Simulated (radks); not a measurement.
Yb, configuration [Xe] 4f14 6s2.

Method: scalar-relativistic Kohn-Sham, r2SCAN, spin-polarised, spherical densities, finite nucleus; meta-GGA in the generalised Kohn-Sham scheme; Fermi nuclear charge, rms radius 5.3108 fm; computed with a radial shooting solver on a logarithmic mesh with Libxc functionals.

Energy parts (eV):
total: -382581.14
kinetic: 416844.75
electron-nucleus: -941720.33
Hartree: 150274.47
exchange-correlation: -7980.03

Orbitals (lengths in bohr, moments of r in powers of bohr; r(max) is where P^2 peaks):
\begin{tabular}{lrrr}
orbital & occ. & eigenvalue (eV) & r(max) \\ \hline
1s & 2 & -61312.64 & 0.01237 \\
2s & 2 & -10412.00 & 0.07055 \\
2p & 6 & -9173.719 & 0.05756 \\
3s & 2 & -2355.865 & 0.1992 \\
3p & 6 & -1980.730 & 0.1964 \\
3d & 10 & -1523.467 & 0.1604 \\
4s & 2 & -468.4208 & 0.4553 \\
4p & 6 & -344.7546 & 0.4763 \\
4d & 10 & -181.1941 & 0.4913 \\
5s & 2 & -56.5605 & 1.073 \\
5p & 6 & -28.4610 & 1.232 \\
6s & 2 & -4.0093 & 3.340 \\
4f & 14 & -2.9923 & 0.4845 \\
\end{tabular}

The highest occupied level is 4f at -2.992 eV. Summed over all electrons, <r^2> = 72.94 bohr^2, which gives a Langevin (diamagnetic) susceptibility term of -57.8 x 10^-6 cm^3/mol.
